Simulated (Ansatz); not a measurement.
Relaxation of CH7GeNOSi (12 atoms, charge 0, multiplicity 1), to a largest force component of 0.015 eV/Å in at most 40 steps.

The calculation used RKS B3LYP-D4/def2-SVP (Ansatz 0.2.0).

```xyz
12
Properties=species:S:1:pos:R:3:forces:R:3
C -1.585 0.122 1.081 -1.44 2.57 -0.88
Si 0.038 -0.633 0.861 1.50 0.28 0.10
N 0.648 -1.246 2.397 1.17 -3.49 0.11
Ge 1.769 0.213 2.190 -1.44 1.98 -1.26
O 1.182 1.544 3.303 0.66 -1.66 1.34
H -1.619 0.845 1.958 0.29 -0.87 -0.71
H -2.375 -0.619 1.210 -0.34 -0.25 0.01
H -1.836 0.783 0.160 0.17 -1.00 1.17
H 0.313 -1.567 -0.270 -0.26 0.15 -0.11
H 1.261 -2.110 2.143 -1.39 1.37 1.08
H 3.193 -0.159 2.189 1.29 -0.16 0.31
H 1.192 1.069 4.191 -0.21 1.08 -1.15
```

Question: Where does it end, and by what steps?

Answer: The run converged. After 21 steps the energy has fallen by 0.948 eV; O5 moved furthest, 0.77 Å.

```tsv
step	energy less start (eV)	largest force component (eV/Å)	accepted
0	0.0000	3.494	yes
1	-0.5524	1.510	yes
2	-0.7038	0.728	yes
3	-0.7792	0.493	yes
4	-0.8228	1.043	yes
5	-0.8528	0.531	yes
6	-0.8651	0.308	yes
7	-0.8498	0.777	no
8	-0.8983	0.135	yes
9	-0.9080	0.208	yes
10	-0.8949	1.259	no
11	-0.9172	0.187	yes
12	-0.9263	0.186	yes
13	-0.9357	0.193	yes
14	-0.9111	0.472	no
15	-0.9413	0.095	yes
16	-0.9453	0.094	yes
17	-0.9464	0.072	yes
18	-0.9461	0.087	no
19	-0.9476	0.213	yes
20	-0.9480	0.103	yes
21	-0.9483	0.015	yes
```

```xyz
12
Properties=species:S:1:pos:R:3
C -1.674 0.070 1.055
Si 0.091 -0.559 0.903
N 0.829 -1.349 2.262
Ge 1.882 0.203 2.169
O 1.809 1.248 3.627
H -1.841 0.571 2.020
H -2.384 -0.772 0.975
H -1.904 0.779 0.242
H 0.270 -1.158 -0.458
H 0.805 -2.251 2.730
H 3.399 -0.011 2.014
H 0.901 1.469 3.873
```

Run time: 87 s on 2 threads of Intel(R) Xeon(R) CPU @ 2.60GHz (Ice Lake), with other jobs on the host, peak memory 0.36 GiB.
